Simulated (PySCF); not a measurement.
Electronic absorption of C4H2Cl3NO

C4H2Cl3NO.
SMILES: `NC(=O)C#CC(Cl)(Cl)Cl`

Level of theory: TDDFT PBE0/def2-SVPD, vertical, gas phase, core orbitals frozen in the response in PySCF. The structure is a single GFN2-xTB conformer in the gas phase; no vibrational or solvent corrections. Torsions of this conformer, `[NH2:1][C:2](=[O:3])[C:4]#[C:5][C:6]([Cl:7])([Cl:8])[Cl:9]`: H–N1–C2–O3 180°, H–N1–C2–O3 0°.

Problem. Predict the UV-vis stick spectrum at this level.

Solution. 

```json
{"state": "S1", "E (eV)": "4.56", "λ (nm)": "271.9", "ν̃ (cm⁻¹)": "36780", "f": "0.0004", "symmetry": "–", "main configurations (H = HOMO, L = LUMO)": "H→L (94%)"}
{"state": "S2", "E (eV)": "5.40", "λ (nm)": "229.7", "ν̃ (cm⁻¹)": "43530", "f": "0.0006", "symmetry": "–", "main configurations (H = HOMO, L = LUMO)": "H-4→L (86%)"}
{"state": "S3", "E (eV)": "5.45", "λ (nm)": "227.7", "ν̃ (cm⁻¹)": "43930", "f": "0.016", "symmetry": "A′", "main configurations (H = HOMO, L = LUMO)": "H-2→L (52%), H→L+1 (36%)"}
{"state": "S4", "E (eV)": "5.82", "λ (nm)": "213.2", "ν̃ (cm⁻¹)": "46910", "f": "0.089", "symmetry": "A′", "main configurations (H = HOMO, L = LUMO)": "H-1→L (77%), H-2→L (8%)"}
{"state": "S5", "E (eV)": "5.84", "λ (nm)": "212.1", "ν̃ (cm⁻¹)": "47140", "f": "0.0067", "symmetry": "A′", "main configurations (H = HOMO, L = LUMO)": "H-3→L (96%)"}
{"state": "S6", "E (eV)": "5.85", "λ (nm)": "211.8", "ν̃ (cm⁻¹)": "47210", "f": "0.0019", "symmetry": "–", "main configurations (H = HOMO, L = LUMO)": "H-2→L+1 (88%)"}
```

Triplets, Tamm–Dancoff:

```tsv
state	E (eV)	λ (nm)	main configurations (H = HOMO, L = LUMO)
T1	4.15	298.6	H→L (90%)
T2	4.34	285.6	H-2→L (62%), H-1→L (14%)
```

The lowest singlet lies at 4.56 eV (272 nm, ultraviolet) and is dark (f under 0.0005); its leading configuration is HOMO→LUMO (94%). The most intense listed level is S4 at 5.82 eV (213 nm, f = 0.089), 1.26 eV above S1. S5/S6 lie within about 0.01 eV of each other. Löwdin shares by element: HOMO oxygen 61%, carbon 28% or more; LUMO carbon 47% or more, oxygen 11% (atoms not listed hold the other 42%). Weighted by f, the mean energy of these states is 5.76 eV. The oscillator strengths of these states sum to 0.114; summed over the whole spectrum of an exact calculation they would give the number of electrons, 92 (Thomas–Reiche–Kuhn). The listed states span 1.29 eV, and the widest gap between neighbours is 0.84 eV (S1 to S2). Symmetry labels in Cs follow from the direction of the transition dipole and are given only for states with f of 0.002 or more. The window holds the lowest 6 singlets.
